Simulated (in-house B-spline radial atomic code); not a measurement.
Computed with a B-spline radial atomic code. Model: two electrons, singlet ground state, non-relativistic, full CI in B-splines with partial waves to l = 8 (at full coupling up to 3e-4 hartree above the limit, correlation up to 0.6 % small), density held at that of full coupling by Lieb maximisation.

Along the adiabatic connection the electron repulsion is scaled by a coupling λ while a local potential keeps the density fixed. At λ = 0 the system is the Kohn-Sham one and W equals the exchange energy; the exchange-correlation energy is the area under W between 0 and 1. The kinetic energy rises with λ as the electrons avoid each other, with dT/dλ = −λ dW/dλ.

Command:
```bash
python run_ac.py task.json out
```
Settings (lengths in bohr, energies in hartree):
```
potential              dot
strength               3.76
lmax                   8
second                 1.5
```

Cost of the run: 4.7 s on 1 thread of Intel(R) Xeon(R) Processor @ 2.30GHz, with other jobs on the host.

**W = mean repulsion less Hartree energy, and W of three functionals.**

Given: confinement charge in harmonic well; well frequency 3.76 hartree; nuclear charge 1.5; external potential omega^2 r^2/2 - Z/r.

Computed: PBE exchange minus exact 71.496 millihartree; SCAN exchange minus exact 10.276 millihartree.

| coupling | W xc (hartree) | W xc minus exchange (millihartree) | kinetic minus Kohn-Sham (millihartree) | LDA (PW92) W minus its exchange (millihartree) | PBE W minus its exchange (millihartree) | SCAN W minus its exchange (millihartree) |
| --- | --- | --- | --- | --- | --- | --- |
| 0 | -1.7908 | 0 | 0 | 0 | 0 | 0 |
| 0.02 | -1.7927 | -1.871 | 0 | -13.34 | -2.58 | -1.89 |
| 0.05 | -1.7955 | -4.658 | 0.1 | -27.82 | -6.45 | -4.68 |
| 0.12 | -1.8019 | -11.08 | 0.7 | -54.47 | -15.36 | -11.03 |
| 0.25 | -1.8135 | -22.702 | 2.8 | -92.94 | -31.37 | -22.41 |
| 0.4 | -1.8264 | -35.643 | 7 | -128.7 | -48.94 | -34.95 |
| 0.6 | -1.843 | -52.156 | 15.2 | -168.41 | -70.95 | -50.86 |
| 0.8 | -1.8587 | -67.871 | 26.2 | -202.3 | -91.49 | -65.93 |
| 1 | -1.8736 | -82.839 | 39.7 | -232.14 | -110.75 | -80.26 |
| 1.4 | -1.9015 | -110.72 | 73.1 | -283.31 | -145.96 | -106.97 |
| 2 | ? | ? | ? | ? | ? | ? |
| 3 | ? | ? | ? | ? | ? | ? |
| 4.5 | -2.0528 | -261.96 | 495 | -515.42 | -330.16 | -255.62 |
| 7 | -2.126 | -335.23 | 910.2 | -618.33 | -420.13 | -331.51 |
| 10 | -2.1857 | -394.86 | 1411.4 | -702.48 | -496.01 | -395.29 |

(1) What belongs in the row 2?

(2) What belongs in the row 3?

(3) What is the LDA exchange minus exact?

**Energy parts, natural occupations and partial-wave weights.**

Computed: total energy 5.6818 hartree; exchange energy -1.7908 hartree; correlation energy -0.043143 hartree; kinetic part of the DFT correlation energy 0.039696 hartree; initial slope twice GL2 -0.093773 hartree; Kohn-Sham kinetic 7.4852 hartree; Lieb Oxford ratio E_xc over LDA exchange 1.201.

```csv
natural,occupation of the shell (electrons)
s,1.9947
p,0.0044199
s,0.00058213
d,?
p,6.4882e-05
f,2.6659e-05
```

(4) What belongs in the row d?

```
wave      weight
   s     0.99763
   p   0.0022447
   d  0.00010798
   f           ?
   g  3.4863e-06
```

(5) What belongs in the row f?

(6) What is the kinetic part over minus potential part?

(7) What is the Hartree energy?

Answers

(1) W xc (hartree): -1.9388; W xc minus exchange (millihartree): -148.03; kinetic minus Kohn-Sham (millihartree): 136.2; LDA (PW92) W minus its exchange (millihartree): -345.73; PBE W minus its exchange (millihartree): -192.08; SCAN W minus its exchange (millihartree): -142.9.

(2) W xc (hartree): -1.9912; W xc minus exchange (millihartree): -200.41; kinetic minus Kohn-Sham (millihartree): 266.3; LDA (PW92) W minus its exchange (millihartree): -426.36; PBE W minus its exchange (millihartree): -255.73; SCAN W minus its exchange (millihartree): -194.03.

(3) 263.82 millihartree.

(4) occupation of the shell (electrons): 0.00020276.

(5) weight: 1.5025e-05.

(6) 0.47919.

(7) 3.5816 hartree.

Half-way to full coupling W has made 53 % of its drop, against 50 % for a straight line, and second-order (GL2) theory, half the initial slope, overshoots the correlation energy by about 9 %: a moderate bend, as in light atoms. Over couplings 0 to 1 the errors in E_xc come to about +167 millihartree for LDA, +56 millihartree for PBE, +11 millihartree for SCAN, so SCAN is nearest. In LDA and PBE the errors of exchange and correlation have opposite signs, so the sum is smaller than the larger of the two.
